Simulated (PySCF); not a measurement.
C4H5, charge -1, singlet, geometry from GFN2-xTB; HF/aug-cc-pVDZ in PySCF.

Here is a job for PySCF.
```python
from pyscf import gto, scf

mol = gto.Mole()
mol.atom = '''
    C    -0.02689703    0.01898413    2.00101260
    C    -0.00904766   -0.04049079    0.66114669
    C     0.00789498   -0.42450959   -0.53346907
    C     0.02444904    0.23607485   -1.86598431
    H    -0.95631018    0.02398960    2.57125672
    H     0.88696065    0.03044252    2.59575182
    H    -0.01375398    1.34661131   -1.85047335
    H     0.93433358   -0.04072948   -2.41968026
    H    -0.82962597   -0.10066542   -2.47309051
'''
mol.basis = 'aug-cc-pvdz'
mol.charge = -1
mol.verbose = 4
mol.build()

mf = scf.RHF(mol)
mf.kernel()
```

Task: Write the output that PySCF gives for this input, abridged.

Result: 
```
PySCF version 2.14.0

[INPUT] verbose = 4
[INPUT] num. atoms = 9
[INPUT] num. electrons = 30
[INPUT] charge = -1
[INPUT] spin (= nelec alpha-beta = 2S) = 0
[INPUT] symmetry False subgroup None
[INPUT] Mole.unit = angstrom
[INPUT] Symbol           X                Y                Z      unit          X                Y                Z       unit  Magmom
[INPUT]  1 C     -0.026897030000   0.018984130000   2.001012600000 AA   -0.050828020264   0.035874806413   3.781365785804 Bohr   0.0
[INPUT]  2 C     -0.009047660000  -0.040490790000   0.661146690000 AA   -0.017097599468  -0.076516503667   1.249386172263 Bohr   0.0
[INPUT]  3 C      0.007894980000  -0.424509590000  -0.533469070000 AA    0.014919349959  -0.802206862351  -1.008110438226 Bohr   0.0
[INPUT]  4 C      0.024449040000   0.236074850000  -1.865984310000 AA    0.046201989609   0.446116811398  -3.526199298636 Bohr   0.0
[INPUT]  5 H     -0.956310180000   0.023989600000   2.571256720000 AA   -1.807164330334   0.045333773838   4.858970996747 Bohr   0.0
[INPUT]  6 H      0.886960650000   0.030442520000   2.595751820000 AA    1.676112711766   0.057528025342   4.905260027141 Bohr   0.0
[INPUT]  7 H     -0.013753980000   1.346611310000  -1.850473350000 AA   -0.025991255323   2.544726572142  -3.496887832306 Bohr   0.0
[INPUT]  8 H      0.934333580000  -0.040729480000  -2.419680260000 AA    1.765634575184  -0.076967562396  -4.572533000416 Bohr   0.0
[INPUT]  9 H     -0.829625970000  -0.100665420000  -2.473090510000 AA   -1.567765869127  -0.190230074014  -4.673463745161 Bohr   0.0

nuclear repulsion = 94.2415964740286
number of shells = 57
number of NR pGTOs = 195
number of NR cGTOs = 137
basis = aug-cc-pvdz
ecp = {}

******** <class 'pyscf.scf.hf.RHF'> ********
method = RHF
initial guess = minao
damping factor = 0
level_shift factor = 0
DIIS = <class 'pyscf.scf.diis.CDIIS'>
diis_start_cycle = 1
diis_space = 8
diis_damp = 0
SCF conv_tol = 1e-09
SCF conv_tol_grad = None
SCF max_cycles = 50
direct_scf = True
direct_scf_tol = 1e-13
Set gradient conv threshold to 3.16228e-05
Initial guess from minao.
init E= -154.913748815648
  HOMO = -0.139156310878553  LUMO = 0.0255074567247382  gap/eV = 4.48073
cycle= 1 E= -154.214202690056  delta_E=  0.7  |g|= 0.371  |ddm|= 4.97
  HOMO = 0.00573205040603675  LUMO = 0.138896553939565  gap/eV = 3.62359
cycle= 2 E= -154.266069786076  delta_E= -0.0519  |g|= 0.157  |ddm|= 1.67
  HOMO = -0.050255682043594  LUMO = 0.140358547226297  gap/eV = 5.18688
cycle= 3 E= -154.27396164854  delta_E= -0.00789  |g|= 0.0508  |ddm|= 0.346
  HOMO = -0.0465350136253821  LUMO = 0.140634486278288  gap/eV = 5.09314
cycle= 4 E= -154.27534903856  delta_E= -0.00139  |g|= 0.0116  |ddm|= 0.208
  HOMO = -0.0457568288708097  LUMO = 0.140375568446273  gap/eV = 5.06492
cycle= 5 E= -154.275477915523  delta_E= -0.000129  |g|= 0.00623  |ddm|= 0.0838
  HOMO = -0.0464114754295903  LUMO = 0.140292763888763  gap/eV = 5.08048
cycle= 6 E= -154.275529630755  delta_E= -5.17e-05  |g|= 0.00255  |ddm|= 0.0671
  HOMO = -0.0468111169711904  LUMO = 0.140310036793771  gap/eV = 5.09183
cycle= 7 E= -154.275544424925  delta_E= -1.48e-05  |g|= 0.000832  |ddm|= 0.0468
  HOMO = -0.0468717544842621  LUMO = 0.140331790330019  gap/eV = 5.09407
cycle= 8 E= -154.275545468099  delta_E= -1.04e-06  |g|= 0.00043  |ddm|= 0.00924
  HOMO = -0.046882048656586  LUMO = 0.140336118325154  gap/eV = 5.09447
cycle= 9 E= -154.275545627009  delta_E= -1.59e-07  |g|= 0.00014  |ddm|= 0.00369
  HOMO = -0.0468815470658819  LUMO = 0.140343954058935  gap/eV = 5.09467
cycle= 10 E= -154.275545649794  delta_E= -2.28e-08  |g|= 2.7e-05  |ddm|= 0.00217
  HOMO = -0.0468803247056204  LUMO = 0.1403455564861  gap/eV = 5.09468
cycle= 11 E= -154.275545650809  delta_E= -1.01e-09  |g|= 8.21e-06  |ddm|= 0.000637
  HOMO = -0.0468813995625621  LUMO = 0.140345961641036  gap/eV = 5.09472
cycle= 12 E= -154.275545650887  delta_E= -7.85e-11  |g|= 2.3e-06  |ddm|= 0.000201
  HOMO = -0.0468809815919515  LUMO = 0.140346040390344  gap/eV = 5.09471
Extra cycle  E= -154.275545650893  delta_E= -6.14e-12  |g|= 1.14e-06  |ddm|= 5.17e-05
converged SCF energy = -154.275545650893
```
